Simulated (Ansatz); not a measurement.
`C[CH2][In]([F])[CH2]C` and `C[CH2][InH][F]` differ in one atom or group.

Ansatz, PBE0-D4/def2-TZVP geometries, multiplicity 1. Each molecule was computed in one conformer, which needn't be the lowest.

Elements past krypton have def2 core potentials.

```tsv
property	`C[CH2][In]([F])[CH2]C`
size of the dipole moment (B3LYP/def2-TZVPP) / D	3.60
LUMO energy (B3LYP/def2-TZVPP) / eV	-1.30
HOMO energy (B3LYP/def2-TZVPP) / eV	-6.90
zero-point energy (PBE0-D4/def2-TZVP) / kJ/mol	343.4
HOMO–LUMO gap (ωB97M-V/def2-TZVPP) / eV	9.54
HOMO–LUMO gap (PBE0/def2-TZVPP) / eV	6.09
```

Question: Give the same properties after the change, and the shifts. (Best estimate.)

Answer: Ansatz gave: 
```tsv
property	`C[CH2][InH][F]`	shift
size of the dipole moment (B3LYP/def2-TZVPP) / D	3.51	-0.09
LUMO energy (B3LYP/def2-TZVPP) / eV	-1.70	-0.40
HOMO energy (B3LYP/def2-TZVPP) / eV	-7.52	-0.62
zero-point energy (PBE0-D4/def2-TZVP) / kJ/mol	189.6	-153.8
HOMO–LUMO gap (ωB97M-V/def2-TZVPP) / eV	9.86	0.32
HOMO–LUMO gap (PBE0/def2-TZVPP) / eV	6.30	0.21
```

With PBE0 the HOMO falls by 0.60 eV and the LUMO falls by 0.39 eV, so the gap widens by about 0.21 eV. PBE moves the HOMO by -0.53 eV and ωB97M-V by -0.64 eV. The zero-point energy changes by -153.8 kJ/mol with -18 modes. Dipoles are sizes alone; their direction can turn.

B3LYP here is the variant with VWN-RPA as its local correlation; programs differ in this.
